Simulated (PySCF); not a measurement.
# TlS: frontier orbitals

PBE0 at R = 2.622 Å; Tl cc-pVDZ-PP with ECP60, S cc-pV(D+d)Z; scalar-relativistic core potentials (PySCF 2.14). State: ²Π (doublet), unpaired electrons π ↑. Only the outer orbitals are listed, counted within each symmetry, core potentials removing the inner ones.

```tsv
spin	orbital	occ.	ε (eV)	on Tl (%)	main shells (%)
α	8σ	1	-11.00	83	82 Tl s, 14 S p
α	4π	1	-7.88	4	96 S p
α	4π	1	-6.60	7	93 S p
α	9σ	1	-6.54	32	67 S p, 18 Tl p, 13 Tl s
α	5π	0	-1.76	97	97 Tl p
α	5π	0	-1.59	94	94 Tl p
α	10σ	0	0.21	91	87 Tl p, 12 S p
β	7σ	1	-16.53	27	73 S s, 21 Tl d
β	8σ	1	-10.89	83	83 Tl s, 12 S p
β	9σ	1	-6.23	33	67 S p, 21 Tl p, 10 Tl s
β	4π	1	-6.19	9	91 S p, 8 Tl p
β	4π	0	-3.64	23	77 S p, 22 Tl p
β	5π	0	-1.58	92	92 Tl p
β	5π	0	-1.39	79	78 Tl p, 21 S p
```

Q: Which are the highest filled and the lowest empty level, where do they sit, and how wide is the gap?

A: Highest filled β 4π at -6.19 eV (in %: 91 S p, 8 Tl p); lowest empty β 4π at -3.64 eV (in %: 77 S p, 22 Tl p); the gap at PBE0 is 2.55 eV. Both belong to one degenerate shell, split only by its one-sided filling, so this is no excitation gap.

The bond order (Mayer) is 1.01 and the ⟨S²⟩ is 0.755. The charge on Tl (Mulliken, basis-dependent) is 0.39. The charge on Tl (Löwdin, basis-dependent) is 0.29. The dipole moment (positive dipole means Tl(−)S(+)) is -3.70 D and the polarisability along the bond is 84.8 bohr³. The polarisability across the bond is 36.7 bohr³.

These are scalar-relativistic numbers at best; spin–orbit coupling would shift them, the dissociation energy most. The state was picked by a PBE0 search and need not be the measured ground state.
